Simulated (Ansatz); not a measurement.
Coupled-cluster run, C3H8BN (`CCN1BC1`).

```yaml
crystal:
  periodic: [false, false, false]
  atoms:
    - {symbol: C, position_ang: [-1.222619, 1.266677, -0.553410]}
    - {symbol: C, position_ang: [-0.088664, 0.850352, 0.358564]}
    - {symbol: N, position_ang: [0.336667, -0.483041, 0.083375]}
    - {symbol: B, position_ang: [0.354762, -1.677495, -0.525222]}
    - {symbol: C, position_ang: [1.358323, -1.373982, 0.634410]}
    - {symbol: H, position_ang: [-1.536680, 2.288164, -0.330508]}
    - {symbol: H, position_ang: [-0.914000, 1.223313, -1.600006]}
    - {symbol: H, position_ang: [-2.083923, 0.607516, -0.426319]}
    - {symbol: H, position_ang: [-0.396490, 0.916759, 1.409875]}
    - {symbol: H, position_ang: [0.766459, 1.528482, 0.243140]}
    - {symbol: H, position_ang: [-0.140896, -2.343842, -1.368956]}
    - {symbol: H, position_ang: [1.190168, -1.736382, 1.650440]}
    - {symbol: H, position_ang: [2.397293, -1.101121, 0.439418]}
basis:
  gaussian: {orbitals: def2-TZVPP}
correlation: {method: ccsd_t}
```

```sh
$ ansatz run in.yaml --threads 4 --pin off --events-out ev --progress --plain --max-ram 10444MiB
```

The program prints (abridged):

```
Functional definition: HF
1562 factors; integrals over basis functions are off by at most 1.1e-3 eV
mean field evaluation 1: about -5368.0631 eV, gradient 4.0e1 eV
mean field evaluation 2: about -5368.2966 eV, gradient 4.0e1 eV
mean field evaluation 4: about -5372.3803 eV, gradient 5.6e0 eV
mean field evaluation 8: about -5372.4668 eV, gradient 2.3e-1 eV
mean field -5372.46705968 eV, -197.4345228545 hartree, gradient 3.5e-6 eV, S^2 0.000000; 0 other end points of the search recorded, 0 dependent functions left out
5 core orbitals not correlated: weight in the atoms' cores, before any rotation towards them, 1.000 or more for the frozen orbitals, at most 0.000 for the correlated occupied ones
reference -5372.46705968 eV, -197.4345228545 hartree; 14, 14 occupied and 248, 248 virtual orbitals, 1562 factors
second order -22.37975889 eV of doubles, -0.00000000 eV of singles
cycle   1  -22.86965766 eV  change   -4.9e-1 eV  update   1.0e-1
cycle   2  -23.44100760 eV  change   -5.7e-1 eV  update   2.9e-2
cycle   3  -23.55438038 eV  change   -1.1e-1 eV  update   1.6e-2
cycle   4  -23.54399536 eV  change    1.0e-2 eV  update   4.8e-3
cycle   5  -23.54526577 eV  change   -1.3e-3 eV  update   2.7e-3
cycle   6  -23.54510463 eV  change    1.6e-4 eV  update   7.9e-4
cycle   7  -23.54480437 eV  change    3.0e-4 eV  update   2.6e-4
cycle   8  -23.54482254 eV  change   -1.8e-5 eV  update   7.3e-5
cycle   9  -23.54482960 eV  change   -7.1e-6 eV  update   2.2e-5
perturbative correction -0.98983709 eV, -0.0363758422 hartree
Total energy: -5397.00172638 eV, -198.3361552253 hartree
```

Hardware: 4 threads of an Arm Neoverse V2 on a shared host. Wall time 2.1 min, peak host memory 7.1 GiB.

The correlation energy is -24.535 eV, 4.0 % of it from (T); the T1 diagnostic reads 0.0124.
